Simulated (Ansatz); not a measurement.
```yaml
crystal:
  periodic: [false, false, false]
  atoms:
    - {symbol: K, position_ang: [-1.655319, -1.674920, -4.565003]}
    - {symbol: Cl, position_ang: [-1.563882, -1.545972, -1.546842]}
    - {symbol: K, position_ang: [-1.630520, -1.617183, 1.498660]}
    - {symbol: Cl, position_ang: [-1.492563, -1.486571, 4.527589]}
    - {symbol: Cl, position_ang: [-1.340359, 1.339700, -4.549699]}
    - {symbol: K, position_ang: [-1.578637, 1.581561, -1.479217]}
    - {symbol: Cl, position_ang: [-1.519847, 1.524213, 1.584862]}
    - {symbol: K, position_ang: [-1.528680, 1.538129, 4.612201]}
    - {symbol: Cl, position_ang: [1.347290, -1.353395, -4.594340]}
    - {symbol: K, position_ang: [1.583808, -1.588397, -1.514230]}
    - {symbol: Cl, position_ang: [1.499177, -1.502723, 1.549745]}
    - {symbol: K, position_ang: [1.535672, -1.536793, 4.573044]}
    - {symbol: K, position_ang: [1.675055, 1.648351, -4.568859]}
    - {symbol: Cl, position_ang: [1.549369, 1.558595, -1.549465]}
    - {symbol: K, position_ang: [1.623074, 1.624832, 1.495847]}
    - {symbol: Cl, position_ang: [1.496369, 1.490573, 4.525690]}
basis:
  gaussian: {orbitals: def2-SVP}
total_charge: 1
magnetization: {spin_polarized: true, initial_magnetization: 1}
hamiltonian: {xc: pbe0, dispersion: d4}
scf: {omitted_lower_state_checks: [starts]}
output: {orbitals: {seedname: orbitals}}
```

```sh
$ ansatz run in.yaml --threads 4 --pin off --events-out ev --progress --plain --max-ram 6963MiB
```

Q: Does this run fit into the memory that it is given?

A: No. It has 336 basis functions, and Ansatz plans for 8 GiB where 7 GiB are given.
